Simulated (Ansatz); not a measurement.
Basis-set series for Cl2S2W (`[S]=[W](=[S])([Cl])[Cl]`). Total charge 0; spin multiplicity 1. W: def2 effective core potential. Geometry: relaxed with PBE0-D4/def2-TZVP.

Cartesian coordinates in Å:
```
S 1.779 0.640 0.938
W 0.000 0.000 0.000
S -1.521 1.386 0.464
Cl 0.314 -0.018 -2.219
Cl -0.571 -2.007 0.818
```

```
functional       basis  functions  energy (Eh)  HOMO (eV)  LUMO (eV)
   PBE0-D4  def2-TZVPP        224  -1783.58135      -7.67      -3.54
   PBE0-D4  def2-QZVPP        361  -1783.63331      -7.68      -3.55
   ωB97M-V  def2-TZVPP        224  -1783.97364      -9.63      -1.53
   ωB97M-V  def2-QZVPP        361  -1784.02293      -9.64      -1.56
```

Question: Give the rows for def2-SVP. (Best estimate.)

Answer: The calculation gave: 
| functional | basis | functions | energy (Eh) | HOMO (eV) | LUMO (eV) |
| --- | --- | --- | --- | --- | --- |
| PBE0-D4 | def2-SVP | 104 | -1782.96797 | -7.74 | -3.56 |
| ωB97M-V | def2-SVP | 104 | -1783.36655 | -9.66 | -1.50 |

Computed with Ansatz.
